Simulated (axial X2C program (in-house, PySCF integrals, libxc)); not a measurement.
**SbF: bond constants with and without spin–orbit coupling**

All values were computed with an in-house relativistic program for diatomic molecules. Spin-free means the one-electron spin-free X2C Hamiltonian; two-component (2c) means X2C with spin–orbit coupling and atomic mean-field two-electron Coulomb and Gaunt terms, so the difference of the two also holds small scalar two-electron terms. Basis: Sb dyall-cv3z [11s12p8d4f1g], F dyall-av3z [7s6p3d2f] (cores contracted in-house); Gaussian nuclei, density fitting, unrestricted open shells. Masses: Sb 120.904 u, F 18.998 u.

State, spin-free: M_S = 1, Λ = 0 (beyond evenly filled blocks: π+α, π-α); electrons by block: σα: 13, σβ: 13, π+α: 7, π+β: 6, π-α: 7, π-β: 6, δ+α: 2, δ+β: 2, δ-α: 2, δ-β: 2. Fragments: Sb + F.

State, 2c: Ω = 1 (⟨Sz⟩ = 1.00, ⟨Lz⟩ = 0.00 at PBE0); electrons by block: 1/2: 19, -1/2: 20, 3/2: 9, -3/2: 8, 5/2: 2, -5/2: 2. Fragments: Sb + F.

```tsv
Hamiltonian	level	Re (Å)	ωe (cm⁻¹)	ωexe (cm⁻¹)	De (eV)	k (mdyn/Å)	μ (D)
spin-free	PBE0	1.921	609.2	2.65	4.13	3.59	-2.33
spin-free	HF	1.897	647.1	2.74	2.23	4.05	-2.49
spin-free	MP2	1.925	604.0	2.62	4.18	3.53	n/a
spin-free	r2SCAN	1.925	605.6	2.72	4.27	3.55	-2.20
2c	PBE0	1.923	606.7	2.66	4.07	3.56	-2.34
2c	HF	1.899	644.7	2.75	2.18	4.02	-2.50
2c	MP2	1.926	601.5	2.62	4.13	3.5	n/a
2c	r2SCAN	1.926	603.6	2.73	4.23	3.52	-2.21
```

Correlated methods: 22 electrons correlated (number of frozen shells: Sb 4 s, 3 p, 1 d; F 1 s), 256 virtual spin orbitals or spinors in MP2.

Dipoles are positive if F is the positive end.

The state is one determinant whose occupation by symmetry is held fixed; it was picked as the lowest of a PBE0 search that is not exhaustive. Dissociation energies refer to the lowest single-determinant-based atoms at the same level and basis. Density functionals use the spin component along the axis (collinear). A 2c atom that is not at its ground J level misses part of its spin–orbit lowering, and De is too large by that part (0.04 eV or less for light atoms). This holds for PBE0, r2SCAN. PBE0 can misorder states that lie within some tenths of an eV, so this need not be the ground state of the molecule. The nearest other spin-free determinant of the search, M_S = 0, Λ = 2, lies 0.85 eV up at the distance of the search. Without a current term, density functionals place determinants with orbital angular momentum somewhat too high. With several unpaired electrons one determinant need not be a pure state. Open-shell Ω = 0 determinants with evenly filled partner blocks cannot be reached by this program, so the Ω shown need not be the lowest component. This is the Ω = 1 component of a π² triplet; the 0⁺ component is not one determinant and can lie lowest.

Rough cost a point (2c) on 1 thread(s) of a shared host, integrals apart: PBE0 0.7 s, HF 0.5 s, r2SCAN 0.7 s.

The whole task took 6.8 min on 1 thread of Arm Neoverse V1 (shared host).
